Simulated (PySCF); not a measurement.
Electronic structure of Cd⁺ (cadmium, charge +1) at the UHF level

Configuration: [Kr] 4d9 5s2, 2D determinant (an excited configuration). Computed with PySCF 2.14 in def2-QZVPPD with the def2 core potential (28 electrons) (7s5p4d4f2g, 88 functions), with scalar relativity through the core potential.

| Quantity | Value |
| --- | --- |
| Total energy | -166.289095 hartree |
| One-electron energy | -287.7573 hartree |
| Hartree (Coulomb) energy | 135.5898 hartree |
| Exchange energy | -14.1215 hartree |
| ⟨S²⟩ | 0.7525 |
| ⟨L²⟩ | 6.028 |
| Sum of ⟨r⟩ | 23.95 bohr |
| Sum of ⟨r²⟩ | 39.74 bohr² |
| Traceless quadrupole moment −½Σ⟨3z² − r²⟩ along its main axis | -0.316 e·bohr² |

| shell | electrons | mean orbital energy (hartree) | spread (hartree) | rms radius, mean of both spins (bohr) |
| --- | --- | --- | --- | --- |
| 4s α | 1 | -5.36491 | 0 | 0.941 |
| 4s β | 1 | -5.27590 | 0 | 0.941 |
| 4p α | 3 | -3.72122 | 0.07258 | 1.03 |
| 4p β | 3 | -3.61396 | 0.05807 | 1.03 |
| 4d α | 5 | -1.23535 | 0.08523 | 1.32 |
| 4d β | 4 | -1.18905 | 0.06411 | 1.32 |
| 5s α | 1 | -0.62709 | 0 | 2.82 |
| 5s β | 1 | -0.61447 | 0 | 2.82 |

Energies and moments cover only the electrons outside the core potential.
